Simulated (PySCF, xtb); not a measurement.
Bi(F)(TeH)2 (BiFH2Te2), SMILES [F][Bi]([TeH])[TeH].

GFN2-xTB (xtb) at its own geometry gives an orbital gap of 4.33 eV and a dipole moment of 6.43 D.

Coordinates come from a PBE-D3(BJ)/def2-SVP optimisation. The structure was generated by enumeration; whether it is a known compound was not checked. The def2 effective core potentials stand for the cores of Bi, Te; spin–orbit coupling is left out.

Question: What does B3LYP/def2-TZVP (PySCF) give? (Estimate from the structure and the level; the computed values follow.)

Answer: gap 3.82 eV (levels -6.42 and -2.60 eV), dipole 3.15 D.
